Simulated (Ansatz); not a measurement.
Reaction (substitution at a C–Ga bond): `BC[CH2][GaH2]` + H₂S → `BCCS` + `[GaH3]`

Calculated with Ansatz (gas phase, PBE0-D4/def2-TZVP geometries, no zero-point term in ΔE). CBS: MP2 limit from def2 TZ/QZ plus the TZ coupled-cluster correction, frozen cores. This one scheme is used for every species. DFT in def2-TZVPP. B3LYP here is the variant with VWN-RPA as its local correlation; programs differ in this. HSE06 is defined as in plane-wave codes. For Ga outer-core shells are correlated without core-valence functions, which leaves a few kJ/mol of doubt a bond. Scalar relativity is left out up to krypton. Each species was taken in one conformer, which may not be the lowest.

`BC[CH2][GaH2]`:

Z-matrix (Å, degrees):
```
C
C 1 1.531
B 1 1.539 2 114.9
H 1 1.114 2 109.2 3 108.1
H 1 1.096 2 114.6 3 -136.0
Ga 2 1.989 1 105.2 3 -35.5
H 2 1.093 1 112.2 3 -158.6
H 2 1.093 1 110.1 3 82.4
H 3 1.195 1 125.5 2 -159.8
H 3 1.221 1 118.3 2 24.9
H 6 1.573 2 123.0 1 119.8
H 6 1.578 2 117.7 1 -62.1
```

H₂S:

Cartesian coordinates in Å:
```
S -0.042 0.506 0.354
H 0.913 -0.415 0.160
H -0.871 -0.091 -0.514
```

`BCCS`:

```xyz
11

B    -0.259    1.730   -0.303
C     0.379    0.379    0.117
C    -0.491   -0.860    0.028
S     0.225   -2.355    0.765
H     0.424    2.712   -0.356
H    -1.430    1.831   -0.542
H     0.709    0.534    1.159
H     1.329    0.234   -0.417
H    -1.424   -0.713    0.578
H    -0.770   -1.072   -1.006
H     1.309   -2.418   -0.024
```

`[GaH3]`:

Cartesian coordinates in Å:
```
Ga 0.000 0.000 0.000
H 0.075 0.836 1.325
H 0.933 -1.245 -0.195
H -1.008 0.410 -1.130
```

```csv
level,ΔE (kcal/mol),difference from CCSD(T)/CBS
LDA (SPW92),10.5,0.8
PBE-D4,8.6,-1.1
revPBE-D4,7.7,-2.0
BLYP-D4,7.6,-2.1
r2SCAN-D4,8.7,-1.0
B97M-V,6.6,-3.1
PBE0-D4,8.3,-1.4
B3LYP-D4,7.5,-2.2
r2SCANh-D4,8.6,-1.1
r2SCAN0-D4,8.4,-1.3
HSE06-D4,8.3,-1.4
BHLYP-D4,7.2,-2.5
CAM-B3LYP-D4,7.3,-2.4
ωB97X-V,7.2,-2.5
ωB97M-V,8.0,-1.7
PBE-QIDH,8.5,-1.2
PBE,8.0,-1.7
revPBE,6.9,-2.8
BLYP,6.4,-3.3
PBE0,7.7,-2.0
B3LYP,6.4,-3.3
HSE06,7.7,-2.0
BHLYP,5.9,-3.8
CAM-B3LYP,6.7,-3.0
LC-ωPBE,7.8,-1.9
RPA@PBE/def2-TZVPP,8.9,-0.8
HF/def2-SVP,3.7,-6.0
MP2/def2-SVP,7.6,-2.1
CCSD/def2-SVP,7.0,-2.7
HF/def2-TZVPP,3.3,-6.4
MP2/def2-TZVPP,9.7,0.0
SCS-MP2/def2-TZVPP,8.3,-1.4
CCSD/def2-TZVPP,9.0,-0.7
CCSD(T)/def2-TZVPP,9.5,-0.2
HF/def2-QZVPP,3.0,-6.7
MP2/def2-QZVPP,9.7,0.0
SCS-MP2/def2-QZVPP,8.2,-1.5
HF/CBS(def2),2.9,-6.8
MP2/CBS(def2),9.9,0.2
CCSD/CBS(def2),9.2,-0.5
CCSD(T)/CBS,9.7,0
```

Largest T1 diagnostic among the species: 0.013.

In def2-TZVPP, CCSD(T) changes the Hartree–Fock value by +6.2 kcal/mol (the triples alone add +0.5 kcal/mol) and MP2 by +6.4 kcal/mol. Leaving LDA and LC-ωPBE aside and taking each functional with its dispersion term where it has one, the values spread over 2.1 kcal/mol, from B97M-V to r2SCAN-D4. LDA lies +2.5 kcal/mol from PBE without D4.

CCSD(T)/CBS has its own doubt, a few kJ/mol and more with outer-core shells, so smaller differences from it don't rank the levels.
